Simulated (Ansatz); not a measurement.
**Nudged elastic band run: Cl$_{3}$FH$_{3}$OTa**

Input:

```yaml
crystal:
  periodic: [false, false, false]
  atoms:
    - { symbol: Ta, position_ang: [0.009771, -0.016807, 0.233739] }
    - { symbol: Cl, position_ang: [2.200397, -0.875302, 0.333683] }
    - { symbol: Cl, position_ang: [-0.044159, -0.053207, 2.582613] }
    - { symbol: F, position_ang: [0.450171, 0.59874, -1.50479] }
    - { symbol: Cl, position_ang: [-1.596036, 1.705118, 0.286492] }
    - { symbol: O, position_ang: [-1.006795, -1.518921, -0.166063] }
    - { symbol: H, position_ang: [-1.506421, -2.222271, 0.285125] }
    - { symbol: H, position_ang: [1.057822, 2.225885, 0.664167] }
    - { symbol: H, position_ang: [1.700247, 1.790165, 0.673334] }
basis:
  gaussian: { orbitals: def2-SVP }
hamiltonian:
  xc: pbe
  dispersion: d4
neb:
  order_check: false
  images: 5
  f_tol: 0.05
  max_iterations: 60
  spring: 0.1
  final_atoms:
    - { symbol: Ta, position_ang: [-0.23620612, -0.16834973, 0.29858992] }
    - { symbol: Cl, position_ang: [1.64910491, -1.59638033, 0.26640756] }
    - { symbol: Cl, position_ang: [0.10815179, 0.32990286, 2.52830719] }
    - { symbol: F, position_ang: [0.56367268, 0.73388501, -1.14775572] }
    - { symbol: Cl, position_ang: [-2.0414112, 1.31624976, 0.13583663] }
    - { symbol: O, position_ang: [-1.36367204, -1.64813726, 0.00985872] }
    - { symbol: H, position_ang: [-1.14334769, -2.58250309, -0.15894948] }
    - { symbol: H, position_ang: [1.82683198, 2.6150977, 1.11043787] }
    - { symbol: H, position_ang: [1.90187268, 2.63363509, 0.34556731] }
  initial_path:
    images:
      - { positions_ang: [[0.009771, -0.016807, 0.233739], [2.200397, -0.875302, 0.333683], [-0.044159, -0.053207, 2.582613], [0.450171, 0.59874, -1.50479], [-1.596036, 1.705118, 0.286492], [-1.006795, -1.518921, -0.166063], [-1.506421, -2.222271, 0.285125], [1.057822, 2.225885, 0.664167], [1.700247, 1.790165, 0.673334]] }
      - { positions_ang: [[0.01180953, -0.00618682, 0.15170952], [2.41144083, -0.57798073, 0.25676849], [-0.05775844, -0.06323515, 2.53961895], [0.33167522, 0.42979267, -1.64959618], [-1.47161746, 1.85396291, 0.1983965], [-1.00100512, -1.59042568, -0.15177255], [-1.55989115, -2.07514328, 0.39824298], [0.91447446, 2.02073189, 0.84559145], [1.68586912, 1.6418842, 0.79934085]] }
      - { positions_ang: [[0.01384807, 0.00443336, 0.06968004], [2.62248467, -0.28065946, 0.17985398], [-0.07135787, -0.07326331, 2.49662489], [0.21317945, 0.26084535, -1.79440236], [-1.34719893, 2.00280781, 0.110301], [-0.99521523, -1.66193037, -0.13748211], [-1.6133613, -1.92801556, 0.51136096], [0.77112691, 1.81557877, 1.02701589], [1.67149124, 1.4936034, 0.92534769]] }
      - { positions_ang: [[0.0158866, 0.01505354, -0.01234945], [2.8335285, 0.01666181, 0.10293947], [-0.08495731, -0.08329146, 2.45363084], [0.09468367, 0.09189802, -1.93920853], [-1.22278039, 2.15165272, 0.0222055], [-0.98942535, -1.73343505, -0.12319166], [-1.66683146, -1.78088784, 0.62447895], [0.62777937, 1.61042566, 1.20844034], [1.65711337, 1.34532261, 1.05135454]] }
      - { positions_ang: [[-0.0681443, -0.04608088, 0.09129701], [2.43872064, -0.52101891, 0.15742884], [-0.02058761, 0.05443998, 2.47852296], [0.25101334, 0.30589368, -1.67539093], [-1.49565733, 1.87318507, 0.06008254], [-1.11417425, -1.70500245, -0.07884153], [-1.49233687, -2.04809293, 0.36333614], [1.02746357, 1.94531634, 1.17577285], [1.7386998, 1.7747601, 0.81609213]] }
      - { positions_ang: [[-0.15217521, -0.1072153, 0.19494346], [2.04391277, -1.05869962, 0.2119182], [0.04378209, 0.19217142, 2.50341508], [0.40734301, 0.51988934, -1.41157333], [-1.76853426, 1.59471741, 0.09795958], [-1.23892314, -1.67656985, -0.03449141], [-1.31784228, -2.31529801, 0.10219333], [1.42714778, 2.28020702, 1.14310536], [1.82028624, 2.20419759, 0.58082972]] }
      - { positions_ang: [[-0.23620612, -0.16834973, 0.29858992], [1.64910491, -1.59638033, 0.26640756], [0.10815179, 0.32990286, 2.52830719], [0.56367268, 0.73388501, -1.14775572], [-2.0414112, 1.31624976, 0.13583663], [-1.36367204, -1.64813726, 0.00985872], [-1.14334769, -2.58250309, -0.15894948], [1.82683198, 2.6150977, 1.11043787], [1.90187268, 2.63363509, 0.34556731]] }
```

Run as:

```bash
$ ansatz run input.yaml --threads 4 --pin off --max-ram 5120MiB --backend cpu --events-out ev --progress --plain --runs-dir out
```

Output, in part (warnings, iteration lines, the closing report on the highest movable image, with atoms numbered from 0):

```
NEB end point (image 0): max|allowed force component| = 1.358e-2 eV/Å (the criterion of neb.relax_end_points is 1.000e-2)
NEB end point (image 6): max|allowed force component| = 7.843e-3 eV/Å (the criterion of neb.relax_end_points is 1.000e-2)
NEB iter   1: max|band force component| = 5.379e1 eV/Å  barrier→ = 6.0795 eV  barrier← = 6.0888 eV  Δτ_max = 0.2000 Å  (224 SCF iters)
NEB iter   2: max|band force component| = 3.040e0 eV/Å  barrier→ = 1.8939 eV  barrier← = 1.9033 eV  Δτ_max = 0.2000 Å  (196 SCF iters)
NEB iter   3: max|band force component| = 1.735e0 eV/Å  barrier→ = 1.1351 eV  barrier← = 1.1444 eV  Δτ_max = 0.1966 Å  (186 SCF iters)
NEB iter   4: max|band force component| = 1.101e0 eV/Å  barrier→ = 0.6274 eV  barrier← = 0.6368 eV  Δτ_max = 0.1985 Å  (175 SCF iters)
NEB iter   5: max|band force component| = 1.063e0 eV/Å  barrier→ = 0.3614 eV  barrier← = 0.3708 eV  Δτ_max = 0.1957 Å  (175 SCF iters)
NEB iter   6: max|band force component| = 5.670e-1 eV/Å  barrier→ = 0.2065 eV  barrier← = 0.2158 eV  Δτ_max = 0.1980 Å  (174 SCF iters)
NEB iter   7: max|band force component| = 8.433e-1 eV/Å  barrier→ = 0.1110 eV  barrier← = 0.1203 eV  Δτ_max = 0.0999 Å  (167 SCF iters)
NEB iter   8: max|band force component| = 4.484e-1 eV/Å  barrier→ = 0.0525 eV  barrier← = 0.0619 eV  CI = image 3  Δτ_max = 0.1008 Å  (166 SCF iters)
NEB iter   9: max|band force component| = 2.517e-1 eV/Å  barrier→ = 0.0315 eV  barrier← = 0.0409 eV  CI = image 3  Δτ_max = 0.0500 Å  (160 SCF iters)
NEB iter  10: max|band force component| = 2.318e-1 eV/Å  barrier→ = 0.0293 eV  barrier← = 0.0387 eV  CI = image 3  Δτ_max = 0.0502 Å  (160 SCF iters)
NEB iter  11: max|band force component| = 2.310e-1 eV/Å  barrier→ = 0.0293 eV  barrier← = 0.0387 eV  CI = image 4  Δτ_max = 0.0505 Å  (154 SCF iters)
NEB iter  12: max|band force component| = 8.297e-2 eV/Å  barrier→ = 0.0254 eV  barrier← = 0.0347 eV  CI = image 4  Δτ_max = 0.1000 Å  (155 SCF iters)
NEB iter  13: max|band force component| = 2.002e-1 eV/Å  barrier→ = 0.0194 eV  barrier← = 0.0288 eV  CI = image 4  Δτ_max = 0.0500 Å  (165 SCF iters)
NEB iter  14: max|band force component| = 1.528e-1 eV/Å  barrier→ = 0.0163 eV  barrier← = 0.0256 eV  CI = image 4  Δτ_max = 0.0500 Å  (159 SCF iters)
NEB iter  15: max|band force component| = 1.349e-1 eV/Å  barrier→ = 0.0141 eV  barrier← = 0.0235 eV  CI = image 5  Δτ_max = 0.0986 Å  (159 SCF iters)
NEB iter  16: max|band force component| = 1.408e-1 eV/Å  barrier→ = 0.0202 eV  barrier← = 0.0295 eV  CI = image 4  Δτ_max = 0.0501 Å  (160 SCF iters)
NEB iter  17: max|band force component| = 1.233e-1 eV/Å  barrier→ = 0.0175 eV  barrier← = 0.0268 eV  CI = image 4  Δτ_max = 0.1001 Å  (153 SCF iters)
NEB iter  18: max|band force component| = 8.657e-2 eV/Å  barrier→ = 0.0131 eV  barrier← = 0.0225 eV  CI = image 4  Δτ_max = 0.1816 Å  (153 SCF iters)
NEB iter  19: max|band force component| = 1.047e-1 eV/Å  barrier→ = 0.0140 eV  barrier← = 0.0234 eV  CI = image 4  Δτ_max = 0.0903 Å  (162 SCF iters)
NEB iter  20: max|band force component| = 4.639e-2 eV/Å  barrier→ = 0.0129 eV  barrier← = 0.0222 eV  CI = image 4  Δτ_max = 0.0000 Å  (315 SCF iters)
Total energy: -43905.68886910 eV, -1613.5043055946 hartree
Atom 0 at    -0.056013    -0.004360     0.255060 Å, force     0.021485     0.003229     0.022477 eV/Å
Atom 1 at     2.059627    -1.042317     0.334502 Å, force     0.004698     0.016635    -0.007802 eV/Å
Atom 2 at    -0.004803     0.088995     2.594982 Å, force    -0.030424    -0.015125     0.032513 eV/Å
Atom 3 at     0.475011     0.662854    -1.435876 Å, force    -0.002805    -0.020484    -0.052731 eV/Å
Atom 4 at    -1.662300     1.713358     0.262422 Å, force     0.008507     0.013084     0.019147 eV/Å
Atom 5 at    -1.125362    -1.472602    -0.123208 Å, force     0.002905    -0.008272    -0.011218 eV/Å
Atom 6 at    -1.291659    -2.394080     0.140396 Å, force    -0.001444     0.010021     0.003005 eV/Å
Atom 7 at     1.123002     2.250059     0.769400 Å, force    -0.031738     0.024139    -0.002307 eV/Å
Atom 8 at     1.747494     1.831493     0.590621 Å, force     0.028816    -0.023226    -0.003085 eV/Å
Dipole moment:    -0.157717    -0.435509     0.055467 e Å
```

The run converged. The order of the point at the top wasn't checked.

Final band:

| image | path coordinate (Å) | energy (eV) |
| --- | --- | --- |
| 0 | 0.00 | 0.000 |
| 1 | 0.10 | 0.001 |
| 2 | 0.21 | 0.002 |
| 3 | 0.34 | 0.006 |
| 4 | 0.51 | 0.013 |
| 5 | 1.39 | 0.011 |
| 6 | 2.28 | -0.009 |

The run took 3.1 min on 4 threads of Arm Neoverse V2, on a shared host, peak memory 0.2 GiB.
